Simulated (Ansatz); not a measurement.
**Pulling the pair apart**

The pair of OH⁻ (SMILES [OH-], atoms 1–2) and BF$_{3}$ (SMILES FB(F)F, atoms 3–6), both closed shells, in one local arrangement (a lower one may exist), relaxed at PBE0-D4/def2-TZVPD:

```tsv
atom	x (Å)	y (Å)	z (Å)
O1	-0.1023	-0.2936	-1.1342
H2	0.1523	0.5318	-1.5475
F3	-0.9002	0.9312	0.7344
B4	-0.0318	-0.1104	0.3035
F5	-0.4000	-1.3101	0.9298
F6	1.2820	0.2510	0.7139
```

BF$_{3}$ is shifted rigidly along the line between the mean atom positions of the two fragments (negative: closer). Counterpoise interaction energies in kJ/mol. Computed with Ansatz 0.2.0 (basis: def2-TZVPPD); correlated methods freeze the cores.

```tsv
shift (Å)	PBE0-D4	r2SCAN-D4	PBE-D4
-0.15	-547.9	-536.4	-489.5
-0.07	-576.6	-565.8	-521.6
0.00	-584.6	-574.6	-533.3
0.07	-578.7	-569.6	-531.1
0.17	-555.7	-548.0	-513.5
0.36	-492.1	-486.9	-459.4
0.73	-364.3	-363.2	-347.4
1.45	-196.9	-202.3	-200.1
```

What does CCSD(T) give at these shifts? (An estimate is asked for; the value comes from the calculation.)

Computed: -525.8, -557.9, -568.6, -564.8, -544.0, -482.5, -355.0, -184.7 kJ/mol. For zero shift, CCSD(T) at an estimated basis limit (MP2 extrapolated from triple and quadruple zeta, plus CCSD(T) − MP2 in triple zeta) gives -583.4 kJ/mol. These are counterpoise interaction energies, counted from the two frozen fragments.

No T1 diagnostic of these runs exceeds 0.022.

For scale, one of the runs: CCSD(T)/def2-TZVPPD, 214 basis functions, launched by `ansatz run in.yaml --threads 4 --pin off --events-out ev --progress --plain --max-ram 9574MiB`. Hardware: 4 CPU threads of an Intel Xeon 6975P-C, shared host. Wall time 26 s; peak host memory 3.9 GiB.
